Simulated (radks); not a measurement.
Valence configurations of Pm II (all share [Xe]). All-electron calculation, scalar-relativistic Kohn-Sham, PBE, spin-polarised, spherical densities, point nucleus; open shells are filled with parallel spins first (spin-orbit coupling, left out, can overturn this in heavy ions). Program: a radial shooting solver on a logarithmic mesh with Libxc functionals. Energies are relative to 4f5 6s1; eigenvalues in eV for spin up.

valence	E (eV)	moment (Bohr magnetons)	e(4f)	e(5d)	e(6p)	e(6s)
4f5 6s1	0.000	6	-9.204	-	-	-8.683
4f5 6p1	3.118	6	-10.358	-	-6.199	-
4f4 5d1 6s1	3.533	6	-14.711	-9.109	-	-9.378
4f4.5 5d1 6s0.5	1.626	6	-10.824	-7.730	-	-8.552
4f3 5d2 6s1	11.559	6	-21.003	-10.535	-	-9.928
4f4 6s2	4.329	4	-17.083	-	-	-9.912
4f4.5 5d0.5 6s1	1.256	6	-11.840	-8.387	-	-9.048
4f2 5d2 6s1 6p1	30.904	6	-31.736	-14.501	-7.756	-12.028
4f6	1.662	6	-3.701	-	-	-
4f4.5 6s1.5	1.428	5	-12.936	-	-	-9.319

NIST lists [Xe] 4f5 6s1 as the ground configuration; this level of theory agrees among the configurations tried. The energies are those of spherical high-spin densities, not of single terms.
